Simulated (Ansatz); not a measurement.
Molecule: sum formula HBO2Br (charge -1, singlet). It need not be the lowest isomer of its formula. Whether it binds its extra electron was not tested at this geometry. SMILES: [O-]B(O)Br
Geometry from a B3LYP-D3(BJ)/def2-TZVP (Ansatz, a program for electronic structure) optimisation:
```
B
O 1 1.2587
O 1 1.4071 2 133.39
H 3 0.9648 1 105.00 2 0.00
Br 1 2.1524 2 121.95 3 -180.00
```
Charge -1, spin multiplicity 1.

Parts of the frozen-core correlation energy in 6-31G (Ansatz, hartree). Frozen orbitals: 17; correlated occupied orbitals by spin: 12 and 12; virtual: 29 and 29. Spin-orbit coupling is left out. Non-relativistic.

| term | value |
|---|---|
| reference (HF) | -2747.13738 |
| MP2 opposite-spin | … |
| MP2 same-spin | -0.09179 |
| CCSD correlation | … |
| (T) | … |
| T1 diagnostic | 0.016 |
| largest doubles amplitude | 0.061 |

Problem. Fill in the missing entries.

Solution. 
- MP2 opposite-spin, value: -0.25395
- CCSD correlation, value: -0.35307
- (T), value: -0.00914
